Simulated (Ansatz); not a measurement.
Cd5CuS4I4⁻. The state is a singlet with charge -1. Geometry PBE-D4/def2-SVP, that of the neutral doublet.

Cartesian coordinates in Å:
```
Cu 1.7125 1.0066 -0.9084
Cd 1.5271 -1.8632 0.7310
Cd -1.0264 1.2140 1.3452
Cd -0.8498 2.6824 -1.4329
Cd -1.9923 -1.6579 0.4501
Cd -0.3538 -0.4922 -2.1327
S 1.4326 0.6999 1.2826
S 0.8238 1.6102 -2.9140
S -0.3284 -2.7048 -1.0124
S -2.4106 0.6419 -0.8412
I 3.5019 -0.9020 -1.2157
I 1.6301 -3.6629 2.7358
I -1.2116 4.1484 0.8933
I -2.4551 -0.7205 3.0193
```

In the def2 sets Cd, I take a core potential; there is no spin–orbit coupling. Single mean-field runs in def2-TZVP are fitted with def2-universal-jkfit.

Task: Estimate the orbital energies around the gap (eV) in Ansatz with PBE-D4/def2-TZVP, PBE0-D4/def2-TZVP.

Result: 
| orbital | PBE-D4/def2-TZVP | PBE0-D4/def2-TZVP |
| --- | --- | --- |
| HOMO−5 | -2.89 | -4.03 |
| HOMO−4 | -2.84 | -3.89 |
| HOMO−3 | -2.78 | -3.85 |
| HOMO−2 | -2.55 | -3.64 |
| HOMO−1 | -2.43 | -3.60 |
| HOMO | -1.96 | -2.97 |
| LUMO | -0.88 | -0.24 |
| LUMO+1 | -0.26 | 0.42 |
| LUMO+2 | -0.15 | 0.57 |
| LUMO+3 | 0.27 | 1.03 |
| LUMO+4 | 1.02 | 1.75 |
| LUMO+5 | 1.15 | 1.88 |
